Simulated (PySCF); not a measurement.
Geometry (Å), atoms numbered from 1 in this order:
```xyz
17

C    -3.679    2.010   -0.226
C    -3.230    0.899   -0.137
Si   -2.575   -0.828    0.004
N    -0.874   -0.621   -0.035
C     0.059   -1.051   -0.764
C     1.447   -0.695   -0.542
C     1.831    0.139    0.427
C     3.234    0.540    0.701
H    -4.066    2.985   -0.304
H    -2.839   -1.384    1.333
H    -3.205   -1.633   -1.056
H    -0.115   -1.726   -1.615
H     2.173   -1.140   -1.209
H     1.068    0.563    1.066
H     3.337    1.620    0.600
H     3.928    0.052    0.021
H     3.500    0.284    1.727
```

Geometry: GFN2-xTB; GIAO absolute shieldings from PySCF 2.14, gas phase, non-relativistic, averaged over equivalent atoms.

At KT3/pcSseg-1 (188 basis functions, 48 s wall time on 1 thread of an Arm Neoverse V1, shared host):
```csv
atoms,σ (ppm)
C5,28.6
C7,47.2
C6,59.6
C1,96.3
C2,108.3
C8,161.5
Si3,429.3
N4,-61.0
H12,23.29
H14,24.26
H13,25.69
H10/H11,26.49
H15/H16/H17,29.64
H9,29.79
```

Q: Predict the values at PBE0/pcSseg-1 on the same geometry.

A: 
```
      atoms  σ at PBE0/pcSseg-1  change
         C5                15.7   -12.9
         C7                35.7   -11.5
         C6                51.9    -7.7
         C1                85.3   -11.0
         C2                98.7    -9.6
         C8               164.1    +2.6
        Si3               412.3   -17.0
         N4               -89.9   -28.9
        H12               23.10   -0.19
        H14               23.94   -0.32
        H13               25.39   -0.30
    H10/H11               26.40   -0.09
H15/H16/H17               29.59   -0.05
         H9               29.86   +0.07
```

The largest change is at N4 (imine nitrogen). Cost: 188 basis functions, 53 s wall time on 1 thread of an Arm Neoverse N1, shared host. The order of the carbon signals is the same at both levels.
